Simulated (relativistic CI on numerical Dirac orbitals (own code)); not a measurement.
Level scheme of Bi42+

These numbers are calculated, not measured: Dirac-Coulomb-Breit CI, orbitals from a KLI potential per configuration, QED by a radiative potential, unscaled Slater integrals (own radial code, finite nucleus).

Configurations in the expansion (outside the closed core [Ar] 3d10): 4s2 4p6 4d5, 4s2 4p6 4d4 4f, 4s2 4p5 4d6, 4s 4p6 4d5 4f, 4p6 4d7, 4p5 4d8, 4s2 4p6 4d3 5s2, 4s2 4p6 4d2 4f 5s2, 4s 4p6 4d3 4f 5s2. Double excitations out of closed p, d and f shells are left out; levels of such configurations are missing from the list, as are those of other unlisted configurations, and high levels can miss mixing partners.

The lowest level is 4s2 4p6 4d5 4P_5/2, with 26 % of that term; Hund's rules for 4s2 4p6 4d5 give 6S with J = 5/2, of which the calculation keeps J, while another term leads.

```csv
No.,Configuration,Term,J,E (eV),%,Next component (%),Lifetime (s)
1,4s2 4p6 4d5,4P,5/2,0.000,26,25 2D,
2,4s2 4p6 4d5,6S,5/2,26.454,36,22 2F,3.06e-06
3,4s2 4p6 4d5,4G,7/2,32.417,33,24 2F,6.15e-06
4,4s2 4p6 4d5,4D,3/2,33.157,39,29 4P,2.70e-06
5,4s2 4p6 4d5,2H,11/2,33.484,44,32 4G,
6,4s2 4p6 4d5,2G,9/2,35.834,31,28 4G,2.74e-03
7,4s2 4p6 4d5,2D,5/2,37.551,33,27 4D,8.87e-05
8,4s2 4p6 4d5,4P,1/2,39.099,42,31 2S,3.56e-04
9,4s2 4p6 4d5,2F,7/2,39.763,40,34 2G,1.09e-04
10,4s2 4p6 4d5,2D,3/2,47.597,62,20 4F,2.74e-05
11,4s2 4p6 4d5,6S,5/2,58.439,34,27 2D,1.40e-06
12,4s2 4p6 4d5,4D,7/2,62.796,52,42 4G,2.53e-06
13,4s2 4p6 4d5,2I,11/2,63.373,50,50 4G,3.76e-06
14,4s2 4p6 4d5,4G,9/2,64.263,62,35 2G,3.78e-06
15,4s2 4p6 4d5,4D,1/2,66.058,78,17 2S,2.05e-06
16,4s2 4p6 4d5,2I,13/2,66.261,100,,1.86e-05
17,4s2 4p6 4d5,4P,3/2,66.870,53,35 4F,1.43e-06
18,4s2 4p6 4d5,2F,5/2,67.569,42,32 4D,2.61e-06
19,4s2 4p6 4d5,2H,9/2,70.294,52,47 4F,2.17e-06
20,4s2 4p6 4d5,2G,7/2,71.627,61,36 2F,7.24e-06
21,4s2 4p6 4d5,4F,5/2,72.087,64,26 2D,2.07e-06
22,4s2 4p6 4d5,2D,3/2,72.850,85,13 4D,5.16e-06
23,4s2 4p6 4d5,4P,1/2,75.452,44,39 2P,2.68e-06
24,4s2 4p6 4d5,2G,7/2,75.649,47,33 2F,3.92e-06
25,4s2 4p6 4d5,2G,9/2,79.759,79,11 2H,7.01e-06
26,4s2 4p6 4d5,2P,3/2,86.860,74,24 2D,6.61e-06
27,4s2 4p6 4d5,2D,5/2,88.519,78,10 4D,3.62e-06
28,4s2 4p6 4d5,4P,5/2,95.361,34,28 2F,8.99e-07
29,4s2 4p6 4d5,2F,7/2,99.812,29,28 4F,1.30e-06
30,4s2 4p6 4d5,2H,11/2,100.935,55,27 2I,1.64e-06
31,4s2 4p6 4d5,4D,3/2,101.114,31,30 2D,1.05e-06
32,4s2 4p6 4d5,2G,9/2,104.217,54,18 4F,1.84e-06
33,4s2 4p6 4d5,2D,5/2,106.550,61,23 2F,1.64e-06
34,4s2 4p6 4d5,2G,7/2,107.935,52,35 2F,1.82e-06
35,4s2 4p6 4d5,2P,1/2,111.599,50,36 2S,1.76e-06
36,4s2 4p6 4d5,2D,3/2,119.210,74,17 2P,1.35e-06
37,4s2 4p6 4d5,2D,5/2,136.297,39,24 2F,7.52e-07
38,4s2 4p5 4d6,4G°,11/2,221.525,41,38 6F°,1.17e-10
39,4s2 4p5 4d6,4D°,7/2,225.036,34,19 2F°,2.93e-11
40,4s2 4p5 4d6,2D°,5/2,225.408,29,26 4P°,9.75e-11
41,4s2 4p5 4d6,4F°,9/2,227.428,40,22 6D°,1.12e-10
42,4s2 4p6 4d4 4f,4G°,5/2,227.894,22,17 2F°,6.06e-11
43,4s2 4p5 4d6,2P°,1/2,232.154,39,21 2S°,1.18e-10
44,4s2 4p5 4d6,4D°,7/2,237.062,33,21 2F°,2.42e-11
45,4s2 4p5 4d6,2P°,3/2,239.367,17,16 4P°,4.59e-12
46,4s2 4p5 4d6,2D°,5/2,239.738,12,11 4s2 4p6 4d4 4f 4G°,4.47e-12
47,4s2 4p5 4d6,2P°,3/2,241.550,35,19 4P°,3.60e-11
48,4s2 4p6 4d4 4f,4G°,7/2,245.375,19,17 4F°,7.47e-12
49,4s2 4p5 4d6,6F°,9/2,251.105,47,18 4F°,7.90e-11
50,4s2 4p5 4d6,6F°,11/2,251.965,41,20 2H°,9.70e-11
51,4s2 4p5 4d6,6D°,7/2,253.419,19,17 4F°,2.95e-11
52,4s2 4p5 4d6,4H°,13/2,254.238,67,19 4I°,7.98e-11
53,4s2 4p5 4d6,4P°,5/2,254.715,19,17 4F°,5.28e-11
54,4s2 4p6 4d4 4f,6H°,5/2,255.174,14,11 4G°,2.30e-11
55,4s2 4p5 4d6,2D°,3/2,255.352,20,19 4F°,3.91e-11
56,4s2 4p5 4d6,6D°,9/2,256.357,20,18 4H°,2.90e-11
57,4s2 4p5 4d6,2F°,7/2,257.302,19,14 4s2 4p6 4d4 4f 6H°,7.26e-11
58,4s2 4p5 4d6,2F°,7/2,257.606,16,16 4F°,8.58e-11
59,4s2 4p6 4d4 4f,4F°,3/2,258.079,29,20 6G°,7.03e-11
60,4s2 4p6 4d4 4f,2I°,11/2,258.650,20,20 4K°,1.37e-10
61,4s2 4p6 4d4 4f,4I°,9/2,259.238,14,13 2H°,9.01e-11
62,4s2 4p6 4d4 4f,2D°,5/2,259.305,10,9 4s2 4p5 4d6 4P°,1.70e-11
63,4s2 4p5 4d6,4P°,1/2,259.676,33,21 4D°,4.97e-11
64,4s2 4p5 4d6,4I°,15/2,259.703,69,27 2K°,2.07e-10
65,4s2 4p5 4d6,2D°,3/2,260.090,21,18 2P°,2.78e-11
66,4s2 4p5 4d6,4G°,11/2,260.867,30,22 4H°,2.92e-11
67,4s2 4p5 4d6,4H°,13/2,261.455,41,36 2I°,5.85e-11
68,4s2 4p6 4d4 4f,2G°,9/2,261.962,19,14 2H°,4.58e-11
69,4s2 4p6 4d4 4f,4F°,5/2,262.195,13,11 2F°,2.67e-11
70,4s2 4p5 4d6,2G°,9/2,262.258,23,15 2H°,6.25e-11
```

Energies count from the lowest computed level; ° marks odd parity; lifetimes are radiative, by E1, M1, E2, M2, E3 decay to levels of this space only; some are left blank where a channel outside the calculation adds to the decay or the decay crosses a small, uncertain gap.

The mean weight of the leading LS term, summed over parents, in these 70 levels is 41 %, and that of the leading jj configuration (from the same eigenvectors) 87 %, so jj coupling describes them better and the LS labels are nominal.

At this charge energies of transitions that change n are usually good to better than 1 %, and those within a shell (Δn = 0) to a few per cent.

LS names give the leading component of a level, which can be under half, so a name can repeat, a term be missing and a line seem to break the LS rules.
